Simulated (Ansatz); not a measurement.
System: C$_{5}$H$_{11}$O, net charge 0, doublet state. It need not be the lowest isomer of its formula. 
Coordinates optimised at B3LYP-D3(BJ)/def2-TZVP (Ansatz, a program for electronic structure):
```xyz
17

C      3.0999     0.1379    -0.0657
C      1.7720    -0.4236     0.4336
C      0.5603     0.2416    -0.2148
C     -0.7718    -0.3143     0.2801
C     -1.9704     0.3722    -0.3654
O     -3.1975    -0.0912     0.0003
H      3.2029     0.0028    -1.1451
H      3.9473    -0.3555     0.4134
H      3.1770     1.2079     0.1416
H      1.7076    -0.3041     1.5198
H      1.7337    -1.5010     0.2440
H      0.6247     0.1228    -1.3029
H      0.5999     1.3208    -0.0263
H     -0.8473    -0.1945     1.3649
H     -0.8339    -1.3871     0.0776
H     -1.9329     0.2654    -1.4704
H     -1.9392     1.4696    -0.2254
```
Charge 0, spin multiplicity 2.

Wanted: atomisation energy (electronic, to ground-state atoms), in eV. Correlated levels leave the core frozen unless marked. Open shells are spin-unrestricted. No spin-orbit coupling. No relativistic terms. The coupled-cluster limit lacks core correlation, which all-electron functionals hold. Basis-set limits of correlation are two-point, X^-3; Hartree-Fock from the larger set. The bracket is a focal-point correction in the basis named.

```csv
level,program,atomisation energy (eV)
HF/cc-pVDZ,Ansatz,50.81
PBE-D3(BJ)/def2-TZVPD,Ansatz + dftd3,70.07
BLYP-D3(BJ)/def2-TZVPD,Ansatz + dftd3,68.37
revPBE-D3(BJ)/def2-TZVPD,Ansatz + dftd3,68.32
revPBE-D4/def2-TZVPD,Ansatz + dftd4,68.50
r2SCAN-D4/def2-TZVPD,Ansatz + dftd4,68.83
B97M-V/def2-TZVPD,Ansatz,68.62
B3LYP-D4/def2-TZVPD,Ansatz + dftd4,68.64
PBE0/def2-SVP,Ansatz,69.55
PBE0/def2-TZVP,Ansatz,68.83
BHLYP/def2-TZVPD,Ansatz,66.69
r2SCANh/def2-TZVPD,Ansatz,68.45
HSE06/def2-TZVPD,Ansatz,68.91
PBE-QIDH/def2-TZVPD,Ansatz,68.18
RPA@PBE/cc-pVTZ,Ansatz,64.33
MP2/6-31G*,Ansatz,63.32
SCS-MP2/6-31G,Ansatz,59.36
SCS-MP2/cc-pVTZ,Ansatz,67.36
CCSD/cc-pVDZ,Ansatz,63.33
CCSD(T)/STO-3G,Ansatz,70.99
"RI-MP2/CBS(cc-pVTZ,cc-pVQZ)+[CCSD(T)-MP2]/cc-pVTZ",Ansatz,68.51
```
